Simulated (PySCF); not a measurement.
H₄N+, SMILES [NH4+], charge +1. Atoms are numbered in the order given.

```xyz
5

N      0.0000     0.0000     0.0000
H      0.5912    -0.5912    -0.5912
H     -0.5912    -0.5912     0.5912
H     -0.5912     0.5912    -0.5912
H      0.5912     0.5912     0.5912
```
Charge +1, spin multiplicity 1.

Coordinates come from a r2SCAN-D4/def2-TZVPD optimisation.

Computed with HF/def2-TZVPD run with PySCF.

Symmetry labels are those of the subgroup D2 that the program uses (full group Td).

List the valence orbital energies around the gap with their symmetry. (Estimate from the structure and the level; the computed values follow.)


| orbital | symmetry | energy (eV) |
|---|---|---|
| HOMO−4 | A | -433.73 |
| HOMO−3 | A | -42.07 |
| HOMO−2 | B1 | -27.19 |
| HOMO−1 | B2 | -27.19 |
| HOMO | B3 | -27.19 |
| LUMO | A | -3.75 |
| LUMO+1 | B1 | -1.37 |
| LUMO+2 | B2 | -1.37 |
| LUMO+3 | B3 | -1.37 |
